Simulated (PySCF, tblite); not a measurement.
Isomers of C6H5OPS, one GFN2-xTB conformer each. Single-point energies are computed at PBE0/pcSseg-1 (PySCF, gas phase, no added dispersion term), electronic only.

```tsv
SMILES	GFN2-xTB relative energy (kJ/mol)
C#Cc1pcsc1OC	13.3
C#Cc1coc(SC)p1	0.0
C#Cc1pc(OC)cs1	8.9
C#Cc1pcc(OC)s1	8.3
```

Conformers: `[CH:1]#[C:2][c:3]1[p:4][cH:5][s:6][c:7]1[O:8][CH3:9]` with S6–C7–O8–C9 0°; `[CH:1]#[C:2][c:3]1[cH:4][o:5][c:6]([S:7][CH3:8])[p:9]1` with O5–C6–S7–C8 0°; `[CH:1]#[C:2][c:3]1[p:4][c:5]([O:6][CH3:7])[cH:8][s:9]1` with P4–C5–O6–C7 0°; `[CH:1]#[C:2][c:3]1[p:4][cH:5][c:6]([O:7][CH3:8])[s:9]1` with C5–C6–O7–C8 0°.

Q: What does PBE0/pcSseg-1 give for the same structures?

A: 
| SMILES | PBE0/pcSseg-1 E (Eh) | PBE0/pcSseg-1 (kJ/mol) | GFN2-xTB (kJ/mol) | point group |
| --- | --- | --- | --- | --- |
| C#Cc1pcc(OC)s1 | -1045.62424 | 0.0 | 8.3 | Cs |
| C#Cc1coc(SC)p1 | -1045.62270 | 4.1 | 0.0 | Cs |
| C#Cc1pc(OC)cs1 | -1045.62098 | 8.6 | 8.9 | Cs |
| C#Cc1pcsc1OC | -1045.62013 | 10.8 | 13.3 | Cs |

GFN2-xTB puts C#Cc1coc(SC)p1 lowest instead; measured from each level's own lowest isomer, the values differ by up to 8.3 kJ/mol (C#Cc1pcc(OC)s1: 8.3 against 0.0). Neighbours under 10 kJ/mol apart (C#Cc1pcc(OC)s1 and C#Cc1coc(SC)p1; C#Cc1coc(SC)p1 and C#Cc1pc(OC)cs1; C#Cc1pc(OC)cs1 and C#Cc1pcsc1OC) can change places with a better method, another conformer or zero-point energy.

Q: Which frontier levels, dipoles and rotational constants go with these structures?

A: 
```json
{"SMILES": "C#Cc1pcc(OC)s1", "HOMO (eV, PBE0/pcSseg-1)": "-6.25", "LUMO (eV)": "-1.87", "dipole (D)": "2.74", "A, B, C (MHz)": "2891, 777.6, 615.2"}
{"SMILES": "C#Cc1coc(SC)p1", "HOMO (eV, PBE0/pcSseg-1)": "-6.09", "LUMO (eV)": "-0.99", "dipole (D)": "2.90", "A, B, C (MHz)": "3876, 657.9, 564.5"}
{"SMILES": "C#Cc1pc(OC)cs1", "HOMO (eV, PBE0/pcSseg-1)": "-6.50", "LUMO (eV)": "-2.05", "dipole (D)": "0.84", "A, B, C (MHz)": "2539, 837.9, 632.5"}
{"SMILES": "C#Cc1pcsc1OC", "HOMO (eV, PBE0/pcSseg-1)": "-6.41", "LUMO (eV)": "-1.35", "dipole (D)": "3.22", "A, B, C (MHz)": "1469, 1304, 694.0"}
```

Q: What happens when harmonic zero-point energies from GFN2-xTB frequencies are added?

A: 
```csv
SMILES,ZPE (kJ/mol),electronic (kJ/mol),with ZPE (kJ/mol)
C#Cc1pcc(OC)s1,235.2,0.0,0.0
C#Cc1coc(SC)p1,234.6,4.1,3.4
C#Cc1pc(OC)cs1,234.7,8.6,8.0
C#Cc1pcsc1OC,234.8,10.8,10.4
```

The zero-point energies span 0.6 kJ/mol. The order is unchanged.

Q: As an exercise, what shares would exp(−E/RT) give at 1000 K from these electronic energies alone (no entropy, no degeneracies)?

A: RT = 8.314 kJ/mol: C#Cc1pcc(OC)s1 44.5 %, C#Cc1coc(SC)p1 27.4 %, C#Cc1pc(OC)cs1 15.9 %, C#Cc1pcsc1OC 12.2 %.
